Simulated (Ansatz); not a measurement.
`C[SiH2]BO[SiH3]` + `[NH2][AlH2]` → `C[SiH2][NH][AlH2]` + `BO[SiH3]`  (cleavage of the Si–B bond)

Isolated molecules relaxed with PBE0-D4/def2-TZVP in Ansatz; ΔE leaves out vibrations. CCSD(T)/CBS is the MP2 limit (def2-TZVPP, def2-QZVPP) plus CCSD(T) − MP2 in def2-TZVPP, frozen cores. This one scheme is used for every species. DFT in def2-TZVPP. One conformer a species, not always the lowest.

| level | ΔE (kcal/mol) | difference from CCSD(T)/CBS |
| --- | --- | --- |
| PBE-D4 | -15.9 | 4.3 |
| PBE0-D4 | -17.6 | 2.6 |
| ωB97X-V | -19.5 | 0.7 |
| B2PLYP | -20.5 | -0.3 |
| r2SCAN | -19.0 | 1.2 |
| PBE0 | -17.3 | 2.9 |
| MP2/def2-TZVPP | -22.3 | -2.1 |
| MP2/def2-QZVPP | -22.4 | -2.2 |
| SCS-MP2/def2-QZVPP | -22.4 | -2.2 |
| CCSD/CBS(def2) | -20.5 | -0.3 |
| CCSD(T)/CBS | -20.2 | 0 |

Largest T1 diagnostic among the species: 0.013.

From PBE to PBE0 (25 % exact exchange), in def2-TZVPP and without D4, ΔE moves by −1.8 kcal/mol. In def2-TZVPP, CCSD(T) changes the Hartree–Fock value by +3.1 kcal/mol (the triples alone add +0.3 kcal/mol) and MP2 by +1.1 kcal/mol.
